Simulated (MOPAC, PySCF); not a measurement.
Potential energy surface of H3Si (cation, charge +1), singlet: umbrella (inversion) coordinate, bond length relaxed. Scanned: angle between the Si-H bonds and the threefold axis (90 = planar). Other coordinates (Si-H bond length) were minimised at B3LYP/def2-TZVP. Each profile is relative to its own lowest point.

| a / ° | A | B | C |
|---|---|---|---|
| 90 | 0.0 | 0.0 | 0.0 |
| 93 | 2.1 | 2.1 | 1.5 |
| 96 | 8.3 | 8.2 | 5.9 |
| 99 | 18.6 | 18.6 | 13.3 |
| 102 | 33.1 | 33.1 | 23.7 |
| 105 | 51.8 | 52.0 | 37.0 |
| 108 | 74.8 | 75.2 | 53.4 |
| 111 | 102.1 | 103.0 | 72.9 |
| 114 | 133.9 | 135.6 | 95.4 |
| 117 | 170.2 | 173.0 | 121.1 |
| 120 | 211.2 | 215.6 | 149.7 |
| 123 | 257.1 | 263.6 | 181.3 |
| 126 | 308.0 | 317.5 | 215.4 |
| 129 | 364.0 | 377.8 | 251.5 |
| 132 | 425.4 | 445.0 | 288.9 |

Energies in kJ/mol.

**Question.** Which curve belongs to which method? The methods are CCSD(T) on RHF/cc-pVTZ, 5 core orbitals frozen (PySCF 2.14.0); PM3, restricted, heats of formation (MOPAC 23.2.5); PySCF 2.14.0 with restricted M06-2X/6-31G*, spherical d.

**Answer.** A is CCSD(T); B is RKS-M06-2X/6-31G*; C is PM3.
